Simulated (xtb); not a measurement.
Input file for xtb: GFN1-xTB on CH6OSi (SMILES CO[SiH3]), a point of a torsion scan.

```
$ xtb mol.xyz --gfn 1 --sp --chrg 0 --uhf 0
9

C      1.37931758    -0.05456733     0.05624573
O      0.14259446    -0.09750085    -0.58520894
Si    -1.35634695     0.08703528    -0.00133864
H      1.88344477    -1.01509958    -0.07674305
H      1.98909908     0.73008265    -0.39854947
H      1.28431986     0.14808878     1.12449713
H     -1.66333491    -0.91743918     1.02307798
H     -2.10164604    -0.09050780    -1.23464644
H     -1.53643266     1.40771127     0.61191598
```

Output:

```
[...]
           -------------------------------------------------
          |                Calculation Setup                |
           -------------------------------------------------



           -------------------------------------------------
          |                 G F N 1 - x T B                 |
           -------------------------------------------------

        Reference                      10.1021/acs.jctc.7b00118
      * Hamiltonian:
        H0-scaling (s, p, d)           1.850000    2.250000    2.000000
        zeta-weighting                 0.000000
      * Dispersion:
        s8                             2.400000
        a1                             0.630000
        a2                             5.000000
        s9                             0.000000
      * Repulsion:
        kExp                           1.500000
        rExp                           1.000000
      * Coulomb:
        alpha                          2.000000
        third order                    atomic
        anisotropic                    false
      * Halogen bond correction:
        rad-scale                      1.300000
        damping                        0.440000


          ...................................................
          :                      SETUP                      :
          :.................................................:
          :  # basis functions                  30          :
          :  # atomic orbitals                  29          :
          :  # shells                           19          :
          :  # electrons                        20          :
          :  # halogen bonds                     0          :
          :  max. iterations                   250          :
          :  Hamiltonian                  GFN1-xTB          :
          :  restarted?                      false          :
          :  GBSA solvation                  false          :
          :  PC potential                    false          :
          :  electronic temp.          300.0000000     K    :
          :  accuracy                    1.0000000          :
          :  -> integral cutoff          0.2500000E+02      :
          :  -> integral neglect         0.1000000E-07      :
          :  -> SCF convergence          0.1000000E-05 Eh   :
          :  -> wf. convergence          0.2000000E-04 e    :
          :  Broyden damping             0.4000000          :
          :  net charge                          0          :
          :  unpaired electrons                  0          :
          ...................................................

 iter      E             dE          RMSdq      gap      omega  full diag
   1    -12.0552597 -0.120553E+02  0.649E+00    7.42       0.0  T
   2    -12.0831076 -0.278479E-01  0.376E+00    7.39       1.0  T
   3    -12.0837872 -0.679605E-03  0.857E-01    7.03       1.0  T
   4    -12.0848922 -0.110498E-02  0.263E-01    7.23       1.0  T
   5    -12.0854503 -0.558141E-03  0.372E-02    7.17       1.0  T
   6    -12.0854524 -0.212286E-05  0.260E-02    7.17       1.3  T
   7    -12.0854568 -0.432275E-05  0.160E-03    7.17      20.8  T
   8    -12.0854568 -0.829296E-08  0.116E-03    7.17      28.7  T
   9    -12.0854568 -0.699689E-08  0.208E-04    7.17     160.1  T
  10    -12.0854568 -0.267082E-09  0.387E-05    7.17     861.1  T
  11    -12.0854568 -0.777156E-11  0.319E-06    7.17   10439.6  T

   *** convergence criteria satisfied after 11 iterations ***

         #    Occupation            Energy/Eh            Energy/eV
      -------------------------------------------------------------
         1        2.0000           -0.7869916             -21.4151
       ...           ...                  ...                  ...
         4        2.0000           -0.5940496             -16.1649
         5        2.0000           -0.5867677             -15.9668
         6        2.0000           -0.5557788             -15.1235
         7        2.0000           -0.4900047             -13.3337
         8        2.0000           -0.4853910             -13.2082
         9        2.0000           -0.4518520             -12.2955
        10        2.0000           -0.4487886             -12.2122 (HOMO)
        11                         -0.1851592              -5.0384 (LUMO)
        12                         -0.1515693              -4.1244
        13                         -0.1422178              -3.8699
        14                         -0.1368404              -3.7236
        15                         -0.0776283              -2.1124
       ...                                ...                  ...
        29                          1.3665304              37.1852
      -------------------------------------------------------------
                  HL-Gap            0.2636294 Eh            7.1737 eV
             Fermi-level           -0.3169739 Eh           -8.6253 eV

 SCC (total)                   0 d,  0 h,  0 min,  0.007 sec
 SCC setup                      ...        0 min,  0.000 sec (  1.741%)
 Dispersion                     ...        0 min,  0.000 sec (  0.817%)
 classical contributions        ...        0 min,  0.000 sec (  0.475%)
 integral evaluation            ...        0 min,  0.002 sec ( 22.759%)
 iterations                     ...        0 min,  0.002 sec ( 32.602%)
 molecular gradient             ...        0 min,  0.003 sec ( 39.280%)
 printout                       ...        0 min,  0.000 sec (  2.161%)

         :::::::::::::::::::::::::::::::::::::::::::::::::::::
         ::                     SUMMARY                     ::
         :::::::::::::::::::::::::::::::::::::::::::::::::::::
         :: total energy             -11.985079059332 Eh    ::
         :: gradient norm              0.034503312893 Eh/a0 ::
         :: HOMO-LUMO gap              7.173721967474 eV    ::
         ::.................................................::
         :: SCC energy               -12.085456782968 Eh    ::
         :: -> electrostatic           0.031924143688 Eh    ::
         :: repulsion energy           0.102462526558 Eh    ::
         :: dispersion energy         -0.002084802922 Eh    ::
         :: halogen bond corr.         0.000000000000 Eh    ::
         :: add. restraining           0.000000000000 Eh    ::
         :: total charge              -0.000000000000 e     ::
         :::::::::::::::::::::::::::::::::::::::::::::::::::::

           -------------------------------------------------
          |                Property Printout                |
           -------------------------------------------------

    * Orbital Energies and Occupations

         #    Occupation            Energy/Eh            Energy/eV
      -------------------------------------------------------------
         1        2.0000           -0.7869916             -21.4151
         2        2.0000           -0.6764353             -18.4067
         3        2.0000           -0.6191959             -16.8492
         4        2.0000           -0.5940496             -16.1649
         5        2.0000           -0.5867677             -15.9668
         6        2.0000           -0.5557788             -15.1235
         7        2.0000           -0.4900047             -13.3337
         8        2.0000           -0.4853910             -13.2082
         9        2.0000           -0.4518520             -12.2955
        10        2.0000           -0.4487886             -12.2122 (HOMO)
        11                         -0.1851592              -5.0384 (LUMO)
        12                         -0.1515693              -4.1244
        13                         -0.1422178              -3.8699
        14                         -0.1368404              -3.7236
        15                         -0.0776283              -2.1124
Note: The following floating-point exceptions are signalling: IEEE_DENORMAL
normal termination of xtb
        16                         -0.0742001              -2.0191
        17                         -0.0464208              -1.2632
        18                         -0.0453184              -1.2332
        19                         -0.0333070              -0.9063
        20                          0.0192064               0.5226
        21                          0.0441862               1.2024
       ...                                ...                  ...
        29                          1.3665304              37.1852
      -------------------------------------------------------------
                  HL-Gap            0.2636294 Eh            7.1737 eV
             Fermi-level           -0.3169739 Eh           -8.6253 eV

  Mulliken/CM5 charges         n(s)   n(p)   n(d)
     1C     0.18406  0.06849   0.961  2.855  0.000
     2O    -0.39761 -0.46887   1.636  4.761  0.000
     3Si    0.35238  0.09355   1.190  1.748  0.710
     4H     0.02741  0.08727   0.973  0.000  0.000
     5H     0.02740  0.08727   0.973  0.000  0.000
     6H     0.02393  0.08482   0.976  0.000  0.000
     7H    -0.07762  0.00893   1.078  0.000  0.000
     8H    -0.06235  0.02958   1.062  0.000  0.000
     9H    -0.07759  0.00896   1.078  0.000  0.000

Wiberg/Mayer (AO) data.
largest (>0.10) Wiberg bond orders for each atom

 ---------------------------------------------------------------------------
     #   Z sym  total        # sym  WBO       # sym  WBO       # sym  WBO
 ---------------------------------------------------------------------------
     1   6 C    3.906 --     6 H    0.986     4 H    0.985     5 H    0.985
                             2 O    0.914
     2   8 O    2.366 --     3 Si   1.393     1 C    0.914
     3  14 Si   4.269 --     2 O    1.393     7 H    0.943     9 H    0.943
                             8 H    0.942
     4   1 H    1.013 --     1 C    0.985
     5   1 H    1.013 --     1 C    0.985
     6   1 H    1.005 --     1 C    0.986
     7   1 H    0.989 --     3 Si   0.943
     8   1 H    0.993 --     3 Si   0.942
     9   1 H    0.989 --     3 Si   0.943
 ---------------------------------------------------------------------------

Topologies differ in total number of bonds
Writing topology from bond orders to xtbtopo.mol

 dipole moment from electron density (au)
     X       Y       Z
   0.6180   0.0500   0.4855  total (Debye):    2.002


           -------------------------------------------------
          | TOTAL ENERGY              -11.985079059332 Eh   |
          | GRADIENT NORM               0.034503312893 Eh/α |
          | HOMO-LUMO GAP               7.173721967474 eV   |
           -------------------------------------------------

------------------------------------------------------------------------
------------------------------------------------------------------------
 total:
 SCF:
```

The run finished.

Cost: around 0.04 core-seconds (rough).
